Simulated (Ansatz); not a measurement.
Reaction (cleavage of the Si–Sn bond): `[F][Sn]([SiH3])([Cl])[Cl]` + `CC[SiH2]O` → `CC[SiH2]O[SiH3]` + `[F][SnH]([Cl])[Cl]`

Isolated molecules relaxed with PBE0-D4/def2-TZVP in Ansatz; ΔE leaves out vibrations. CCSD(T)/CBS adds triple-zeta CCSD(T) − MP2 to the extrapolated MP2 energy (def2 sets, frozen cores). Functionals use def2-TZVPP. Elements past krypton have def2 core potentials. For Sn outer-core shells are correlated without core-valence functions, which leaves a few kJ/mol of doubt a bond. Each species was taken in one conformer, which may not be the lowest.

(1) Is it downhill or uphill in electronic energy at CCSD(T)/CBS, and by how much? (An estimate is asked.)

(2) What do these levels give: PBE0-D4, ωB97X-V, B2PLYP, SCS-MP2/def2-TZVPP, CCSD(T)/def2-TZVPP, SCS-MP2/def2-QZVPP? (An estimate is asked.)

Largest T1 diagnostic among the species: 0.013.

Answers

(1) Computed: Downhill: ΔE = -59.3 kJ/mol.

(2) Ansatz gave: PBE0-D4 -46.6, ωB97X-V -61.6, B2PLYP -61.2, SCS-MP2/def2-TZVPP -69.7, CCSD(T)/def2-TZVPP -63.6, SCS-MP2/def2-QZVPP -68.3 kJ/mol.

From PBE to PBE0 (25 % exact exchange), in def2-TZVPP and without D4, ΔE moves by −10.2 kJ/mol. In def2-TZVPP, CCSD(T) changes the Hartree–Fock value by +23.3 kJ/mol (the triples alone add +3.3 kJ/mol) and MP2 by +23.6 kJ/mol.
